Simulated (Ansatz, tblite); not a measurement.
Spin states of cis-NiCl2(PH3)2 (NiP2H6Cl2), formally d⁸, each relaxed with B3LYP-D4/def2-SVP in Ansatz. Electronic energies in the gas phase.

The xTB rows come from tblite. The name describes the singlet; other states may take another shape.

Singlet geometry (C2v within 0.1 Å):

```xyz
11

Ni   -0.172    0.877   -0.356
Cl    0.684    1.937   -2.078
Cl   -1.546    2.463    0.295
P    -1.059   -0.116    1.362
H    -0.683   -1.439    1.756
H    -2.460   -0.290    1.329
H    -0.904    0.532    2.608
P     1.209   -0.651   -1.051
H     2.573   -0.287   -1.095
H     1.017   -1.111   -2.373
H     1.340   -1.915   -0.396
```

Triplet geometry (C2 within 0.1 Å):

```xyz
11

Ni    1.045   -0.054    0.360
Cl    1.067   -1.546    1.979
Cl    2.194    1.377   -0.856
P     0.143   -1.108   -1.544
H    -0.854   -2.120   -1.536
H     1.134   -1.792   -2.290
H    -0.376   -0.289   -2.578
P    -0.733    1.138    1.340
H    -0.352    1.751    2.559
H    -1.851    0.405    1.811
H    -1.416    2.238    0.754
```

Run but left out: HF/STO-3G, BHLYP-D4/def2-TZVP (singlet: restricted singlet, unstable in another Hartree–Fock run and untested here); HF/def2-SVP, HF/def2-TZVP, PBE-QIDH/def2-TZVP, MP2/def2-SVP, MP2/def2-TZVP, CCSD/def2-SVP, CCSD(T)/def2-SVP (singlet: restricted singlet, unstable towards broken spin symmetry).

Only these spin states were relaxed.

(1) Estimate which spin state lies lowest at each of these levels, and by how much: GFN1-xTB; GFN2-xTB; PBE-D4/def2-TZVP; r2SCAN-D4/def2-TZVP; B97M-V/def2-TZVP; r2SCANh-D4/def2-TZVP; PBE0-D4/def2-TZVP.

Results:

(1) 
```csv
level,triplet − singlet (kcal/mol),lowest of these
GFN1-xTB,28.2,singlet
GFN2-xTB,24.0,singlet
PBE-D4/def2-TZVP,12.4,singlet
r2SCAN-D4/def2-TZVP,2.0,singlet
B97M-V/def2-TZVP,-2.7,triplet
r2SCANh-D4/def2-TZVP,-4.4,triplet
PBE0-D4/def2-TZVP,-4.1,triplet
```

Change of the triplet − singlet gap on mixing in exact exchange, in kcal/mol: PBE to PBE0 (25 % exact exchange) -16.5; r2SCAN to r2SCANh (10 % exact exchange) -6.4. The xTB methods have no term that favours high spin, so they put low spin too low.
